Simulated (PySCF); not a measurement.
## Deuteron quadrupole couplings in `C=Cc1c[p-]c(C)c1`

C7H8P (charge -1).
Z-matrix (Å and degrees, GFN2-xTB geometry), rows numbered from 1:
```
C 
C   1  1.3390
C   2  1.4309  1  127.67
C   3  1.3953  2  122.30  1   179.96
P   4  1.7315  3  114.00  2  -179.83
C   5  1.7709  4   89.42  3     0.02
C   6  1.5018  5  123.85  4   179.64
C   6  1.3707  5  112.00  4    -0.02
H   1  1.0773  2  122.13  3     0.20
H   1  1.0807  2  121.85  3  -179.79
H   2  1.0892  1  117.73  3   179.88
H   4  1.0828  3  123.83  2     0.24
H   7  1.0931  6  111.21  5   -64.75
H   7  1.0924  6  110.17  5   175.24
H   7  1.0920  6  111.23  5    54.97
H   8  1.0830  3  123.50  2    -0.39
```

Level: PBE0/pcSseg-1 (PySCF, non-relativistic); Q(2H) = 0.00286 b; rigid geometry, the same for H and D, with no vibrational averaging.

Problem. Rank these positions by the coupling χzz of a deuteron there, largest first.
A. H16 (aromatic hydrogen)
B. H15 (methyl hydrogen)
C. H9 (vinylic hydrogen)

Solution. C (233 kHz), A (226 kHz), B (210 kHz).

Problem. What are Vzz, η and χzz (234.96 MHz × Q × Vzz) at all hydrogens?

Solution. 
| atom | bonded to | bond length (Å) | Vzz (au) | η | χzz (kHz) |
| --- | --- | --- | --- | --- | --- |
| H9 | C1 | 1.077 | 0.3467 | 0.09 | 233 |
| H10 | C1 | 1.081 | 0.3429 | 0.09 | 230 |
| H11 | C2 | 1.089 | 0.3168 | 0.05 | 213 |
| H12 | C4 | 1.083 | 0.3412 | 0.07 | 229 |
| H13 | C7 | 1.093 | 0.3115 | 0.01 | 209 |
| H14 | C7 | 1.092 | 0.3126 | 0.01 | 210 |
| H15 | C7 | 1.092 | 0.3130 | 0.01 | 210 |
| H16 | C8 | 1.083 | 0.3369 | 0.09 | 226 |

Problem. How does χzz go with the bond length over the 8 C–H bonds?

Solution. A straight-line fit has a slope of -16.9 kHz for each 0.01 Å, with a correlation coefficient of -0.98, over lengths from 1.077 to 1.093 Å. The longer bonds have the smaller couplings here.

The structure is a single GFN2-xTB conformer in the gas phase; no vibrational or solvent corrections. GFN2-xTB frequencies show an imaginary mode (57i cm⁻¹), so this geometry is no minimum at that level. The pcSseg-1 basis has no diffuse functions, a weakness for an anion. GFN2-xTB bond lengths can be off by several hundredths of an ångström, more for odd bonds, and the gradients follow them. With so small a basis the couplings can be 20 % off.

The run behind these numbers computed NMR shieldings as well. Time: 32 s; peak memory 0.82 GiB. Hardware: Arm Neoverse V1, one thread, shared host with 32 logical CPUs at a one-minute load of 11.
